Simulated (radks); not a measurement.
Results of a calculation; reference values are marked as such.
Excited configurations of Sn III: one electron is placed in a higher orbital outside [Kr] 4d10 5s1. The ground configuration is [Kr] 4d10 5s2. Level of theory: scalar-relativistic Kohn-Sham, PBEsol, spin-unpolarised, spherical densities, point nucleus (a radial shooting solver on a logarithmic mesh with Libxc functionals). Excitation = E - E(ground); binding = E(ion) - E, where the ion is the core of charge +3; n* = 3/sqrt(2 binding) in atomic units, and the quantum defect is n - n*.

| outer orbital | excitation (eV) | binding (eV) | n* | quantum defect | eigenvalue (eV) | <r> (bohr) |
|---|---|---|---|---|---|---|
| 5p | 8.431 | 22.585 | 2.328 | 2.672 | -18.556 | 2.633 |
| 5f | 25.451 | 5.564 | 4.691 | 0.309 | -4.527 | 9.017 |
| 6s | 17.810 | 13.205 | 3.045 | 2.955 | -11.291 | 4.780 |
| 6d | 23.576 | 7.439 | 4.057 | 1.943 | -6.242 | 7.516 |
| 7p | 24.541 | 6.475 | 4.349 | 2.651 | -5.545 | 9.412 |
| 7d | 26.156 | 4.859 | 5.020 | 1.980 | -4.157 | 12.00 |
| 7f | 28.114 | 2.902 | 6.496 | 0.504 | -2.482 | 19.60 |

The Delta-SCF ionisation energy is 31.015 eV (NIST Atomic Spectra Database: 30.506 eV, measured). Self-interaction in the functional shifts the binding energies and quantum defects, so they are the method's values and not measured ones. Spin polarisation and multiplet splitting are left out, so open shells lie too high by an amount that depends on their filling.

Beside tabulated values, note that spin-unpolarised runs miss the spin-polarisation part of the exchange energy of open shells.
